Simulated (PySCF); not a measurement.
Run record for `OB(O)[SiH2]CC[SiH3]`: PBE0/def2-SVPD, full TDDFT, 25 singlets.

Method: TDDFT PBE0/def2-SVPD, vertical, gas phase, core orbitals frozen in the response (PySCF 2.14.0, density-fitted response routines). Geometry: GFN2-xTB. The input is one job of a driver script: a line of settings, then coordinates in Å.

Command:
```bash
OMP_NUM_THREADS=1 python probes_run.py task.json out
```

Input:
```
{"job": {"kind": "uv", "xc": "PBE0", "basis": "def2-SVPD", "nstates": 25, "ntriplets": 0, "tda": false}, "charge": 0, "multiplicity": 1}
O      2.878520    -0.333385    -1.368813
B      2.833942    -0.131348    -0.035723
O      3.993557    -0.374087     0.644348
Si     1.151761     0.515869     0.767933
C     -0.420661    -0.159738    -0.074007
C     -1.712543     0.414630     0.505602
Si    -3.265839    -0.295320    -0.326612
H      3.727883    -0.628233    -1.706212
H      3.992353    -0.242505     1.589909
H      1.033924     1.990032     0.770959
H      1.040977     0.176068     2.209639
H     -0.442941    -1.248993     0.010235
H     -0.375801     0.059024    -1.142934
H     -1.695105     1.501010     0.403384
H     -1.741137     0.215745     1.578514
H     -3.313613    -1.745934    -0.119820
H     -3.229550    -0.021120    -1.765775
H     -4.464486     0.314603     0.253438
```

Output:
```
coarse grid: 15504 points
cycle   1  E = -836.0647739901  dE =  4.773e-01  |g| = 8.379e-01  |ddm| = 5.288e+00
cycle   2  E = -835.9064448705  dE =  1.583e-01  |g| = 1.230e+00  |ddm| = 2.021e+00
cycle   3  E = -836.2047860189  dE = -2.983e-01  |g| = 6.457e-02  |ddm| = 1.166e+00
cycle   4  E = -836.2055183292  dE = -7.323e-04  |g| = 3.005e-02  |ddm| = 1.284e-01
cycle   5  E = -836.2057403040  dE = -2.220e-04  |g| = 7.836e-03  |ddm| = 5.065e-02
cycle   6  E = -836.2057564567  dE = -1.615e-05  |g| = 2.000e-03  |ddm| = 1.366e-02
cycle   7  E = -836.2057575452  dE = -1.088e-06  |g| = 2.804e-04  |ddm| = 3.804e-03
final grid: 138984 points
cycle   8  E = -836.3222645079  dE = -3.751e-05  |g| = 7.529e-03  |ddm| = 9.146e-02
cycle   9  E = -836.3222527292  dE =  1.178e-05  |g| = 1.046e-02  |ddm| = 2.000e-02
cycle  10  E = -836.3222778413  dE = -2.511e-05  |g| = 5.360e-04  |ddm| = 1.137e-02
cycle  11  E = -836.3222779053  dE = -6.403e-08  |g| = 1.798e-04  |ddm| = 1.046e-03
cycle  12  E = -836.3222779108  dE = -5.516e-09  |g| = 8.170e-05  |ddm| = 2.751e-04
cycle  13  E = -836.3222779123  dE = -1.490e-09  |g| = 1.589e-05  |ddm| = 1.059e-04
cycle  14  E = -836.3222779124  dE = -5.161e-11  |g| = 6.561e-06  |ddm| = 2.762e-05
converged SCF energy = -836.3222779124

Static polarisability (au): isotropic 104.556, principal 84.774 96.894 132.000

Singlet excitations
state   eV       nm        f      main configurations
  1   6.1679    201.0   0.04754   H->L 0.96
  2   6.8140    182.0   0.06918   H->L+1 0.91
  3   6.9004    179.7   0.01772   H->L+2 0.81, H-1->L 0.10
  4   6.9962    177.2   0.02263   H-1->L 0.80, H->L+2 0.11
  5   7.4143    167.2   0.04052   H->L+3 0.84
  6   7.6036    163.1   0.02895   H-2->L 0.85
  7   7.6167    162.8   0.03701   H-1->L+1 0.77, H->L+4 0.10
  8   7.7639    159.7   0.16029   H->L+4 0.55, H-1->L+1 0.17, H->L+5 0.09
  9   7.8923    157.1   0.20432   H-1->L+2 0.61, H->L+4 0.13
 10   7.9487    156.0   0.01678   H->L+5 0.79, H->L+4 0.10
 11   8.0218    154.6   0.01834   H->L+6 0.82
 12   8.1528    152.1   0.00819   H-2->L+1 0.41, H->L+7 0.33, H->L+8 0.15
 13   8.1548    152.0   0.01210   H-2->L+1 0.43, H->L+7 0.32, H->L+8 0.15
 14   8.2280    150.7   0.01074   H-3->L 0.83
 15   8.2565    150.2   0.04233   H-5->L 0.55, H->L+8 0.16
 16   8.2850    149.6   0.03086   H->L+8 0.42, H->L+7 0.20, H-5->L 0.18
 17   8.3152    149.1   0.00499   H-5->L+1 0.86
 18   8.3427    148.6   0.07423   H-4->L 0.81
 19   8.4432    146.8   0.04134   H-2->L+2 0.82
 20   8.5007    145.9   0.01877   H-1->L+3 0.71
 21   8.5832    144.4   0.01518   H-3->L+2 0.56, H-3->L+3 0.18
 22   8.6570    143.2   0.00407   H->L+9 0.67
 23   8.6639    143.1   0.02239   H-4->L+2 0.46, H-4->L+3 0.22
 24   8.6957    142.6   0.02298   H->L+10 0.79, H->L+9 0.09
 25   8.7214    142.2   0.00746   H-9->L 0.27, H-8->L 0.26, H-7->L 0.17
```

The SCF starts on a coarse grid where the log names one; the energy can jump when the final grid takes over, and dE then counts from the start density on the new grid. H and L stand for HOMO and LUMO; the number after each pair is its weight.

Task: Which computed singlet has the largest oscillator strength, and what do all of them sum to?

Result: State 9 at 7.89 eV (157 nm), f = 0.204; the 25 states sum to 0.979.

Task: How does the lowest singlet excitation compare with the HOMO–LUMO gap?

Result: HOMO -7.63 eV and LUMO -0.34 eV give a gap of 7.29 eV; S1 at 6.17 eV lies 1.12 eV below it.

In short: SCF converged in 14 cycles with 242 basis and 895 fitting functions; HOMO -7.63 eV, LUMO -0.34 eV; lowest singlet 6.17 eV; mean polarisability 104.6 au.

On one thread of an Arm Neoverse V1, shared host, this took 81 s of wall time (with the writing of density and orbital grids) and 1.0 GiB of memory at its peak.

One conformer stands for the species.
